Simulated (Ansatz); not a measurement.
System: ScF3, charge 0, multiplicity 1. SMILES: [F][Sc]([F])[F]
Geometry: optimised at B3LYP-D3(BJ)/def2-TZVP (Ansatz, a quantum-chemistry and plane-wave program).

Parts of the frozen-core correlation energy in def2-SVP (Ansatz, hartree). Frozen orbitals: 12; correlated occupied orbitals by spin: 12 and 12; virtual: 49 and 49. Spin-orbit coupling is left out. No relativistic terms.

| term | value |
|---|---|
| reference (HF) | -1058.00170 |
| MP2 opposite-spin | … |
| MP2 same-spin | -0.17930 |
| CCSD correlation | … |
| (T) | … |
| T1 diagnostic | 0.019 |
| largest doubles amplitude | 0.019 |

**Question.** What belongs in the gaps?

**Answer.** 
- MP2 opposite-spin, value: -0.45612
- CCSD correlation, value: -0.63310
- (T), value: -0.01169
